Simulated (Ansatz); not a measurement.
A nudged elastic band was laid between two geometries of C4H7FSi (13 atoms, charge 0, multiplicity 1).

These are results of RKS PBE0/STO-3G (Ansatz), not measurements.

| Property | Result |
| --- | --- |
| movable images | 7 |
| climbing image | yes |
| spring | 5.0 eV/Å² |
| optimiser | quadratic models (default) |
| start path | through a guess of the saddle point |
| force threshold | 0.05 eV/Å |
| iteration limit | 60 |
| end points | relaxed |

First end point:

```xyz
13
Properties=species:S:1:pos:R:3
C -1.233 -0.845 -1.605
C -0.340 -0.703 -0.642
C 1.037 -0.980 -0.151
C 0.000 -0.229 0.745
F -0.529 -0.937 1.826
Si 0.244 1.627 1.033
H -2.261 -0.482 -1.498
H -0.989 -1.334 -2.555
H 1.889 -0.421 -0.554
H 1.275 -2.017 0.113
H 1.061 1.835 2.205
H 0.902 2.183 -0.124
H -1.036 2.267 1.222
```

Last end point:

```xyz
13
Properties=species:S:1:pos:R:3
C -0.996 -0.813 -1.775
C -0.280 -0.703 -0.671
C 0.958 -1.068 0.069
C -0.151 -0.195 0.739
F -0.922 -0.807 1.729
Si 0.198 1.648 1.009
H -1.990 -0.361 -1.866
H -0.634 -1.363 -2.651
H 1.914 -0.600 -0.192
H 1.052 -2.107 0.405
H 1.106 2.093 -0.019
H -1.033 2.397 0.932
H 0.797 1.844 2.307
```

Which bonds break or form, and what moves?

No bond is made or broken. The dihedral F5–C4–Si6–H13 goes from -65 to 55°. The two ends are copies of one structure, up to a mirror image or an exchange of like atoms.

Give the energies along the band, and the barrier.

The forces met the threshold. The highest image is number 4 of 0 to 8, 3.6 kJ/mol above the ends, which have the same energy within 2 meV. A vibrational analysis at the climbing image gives one clearly imaginary mode, 82i cm⁻¹: a first-order saddle point. Limits of this set-up: minimal basis.

```
image  path coordinate (Å)  energy (kJ/mol)  dihedral F5–C4–Si6–H13 (°)
    0                 0.00              0.0                         -65
    1                 0.56              0.4                         -50
    2                 1.12              1.6                         -35
    3                 1.69              2.9                         -20
    4                 2.25              3.6                          -5
    5                 2.81              3.1                          10
    6                 3.36              2.0                          25
    7                 3.92              0.7                          40
    8                 4.48              0.0                          55
```

What is the geometry of the highest image?


```xyz
13
Properties=species:S:1:pos:R:3:forces:R:3
C -1.030 -0.830 -1.760 0.00 -0.01 0.00
C -0.292 -0.709 -0.671 0.04 0.00 0.02
C 0.973 -1.055 0.033 -0.03 0.01 -0.01
C -0.128 -0.198 0.735 0.00 0.00 -0.02
F -0.862 -0.826 1.744 0.00 -0.01 0.00
Si 0.203 1.653 1.017 -0.01 0.00 0.01
H -2.033 -0.394 -1.833 0.00 0.00 0.01
H -0.675 -1.376 -2.642 -0.01 0.01 0.00
H 1.913 -0.570 -0.252 0.00 0.00 0.00
H 1.093 -2.094 0.365 0.00 0.00 0.00
H 1.619 1.873 1.190 -0.01 0.00 0.00
H -0.261 2.418 -0.116 0.00 0.00 0.00
H -0.501 2.073 2.205 0.01 0.00 -0.02
```

The band took 7 iterations and of the order of 2.7 core-minutes.

Run time: 2.7 min on 1 CPU thread of a shared host.
